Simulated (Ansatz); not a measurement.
BeCl₃⁻ (the lowest singlet isomer of a short search). The state is a singlet with charge -1. Geometry PBE0-D4/def2-TZVPD, basis def2-TZVPD, Ansatz.

```xyz
4

Be   -0.0007    0.0000   -0.0002
Cl   -0.4177   -0.0206    1.8845
Cl    0.2448    1.6814   -0.9159
Cl    0.1736   -1.6608   -0.9683
```

| run | HOMO (eV) | LUMO (eV) |
| --- | --- | --- |
| A | -3.58 | 3.43 |
| B | -3.03 | 3.65 |
| C | -5.85 | 3.83 |
| D | -2.53 | 3.57 |
| E | -2.22 | 2.99 |
| F | -4.80 | 3.69 |

The structure comes from a short search, and lower isomers may exist.

The runs used BHLYP, PBE, PBE0, r2SCAN, r2SCANh, ωB97M-V. Estimate which is which.

A PBE0 (25 % exact exchange); B r2SCANh (10 % exact exchange); C ωB97M-V (range-separated); D r2SCAN (0 % exact exchange); E PBE (0 % exact exchange); F BHLYP (50 % exact exchange). Exact exchange lowers occupied and raises empty levels; among semilocal functionals meta-GGAs tend to open the gap a little, and such runs are hard to tell apart. The gap grows from 5.21 eV (PBE) to 9.68 eV (ωB97M-V).
